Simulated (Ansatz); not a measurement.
C₂H₇GeN (`[CH3][GeH]1[CH2][NH]1`), relaxed with RKS PBE0-D4/def2-TZVP in Ansatz from a PBE-D4/def2-SVP geometry. The force threshold is 0.005 eV/Å; the program also tests the step.

The species carries charge 0 and has multiplicity 1.

Start:

```xyz
11

C     0.137   -1.849   -0.224
Ge   -0.534   -0.100    0.328
C     0.560    1.500    0.437
N    -0.057    1.288   -0.895
H     0.306   -2.505    0.651
H    -0.584   -2.337   -0.908
H     1.093   -1.694   -0.758
H    -1.967   -0.003    0.897
H     1.662    1.406    0.458
H     0.195    2.327    1.080
H    -0.811    1.968   -1.068
```

How much energy does the relaxation release, and in how many steps? (Estimate.)

The calculation gave: 0.05 eV, in 7 steps.

Which bonds change most? (Best estimate.)

The calculation gave: Ge2–N4 from 1.911 to 1.878 Å; Ge2–C3 from 1.941 to 1.916 Å; C3–H10 from 1.109 to 1.088 Å; C3–H9 from 1.107 to 1.087 Å.

Give the relaxed structure. (An estimate is asked.)

The calculation gave: 
```xyz
11

C     0.137   -1.830   -0.221
Ge   -0.536   -0.092    0.306
C     0.558    1.475    0.443
N    -0.070    1.283   -0.885
H     0.295   -2.469    0.648
H    -0.565   -2.318   -0.898
H     1.085   -1.684   -0.738
H    -1.948   -0.015    0.894
H     1.641    1.391    0.437
H     0.200    2.291    1.069
H    -0.797    1.968   -1.056
```
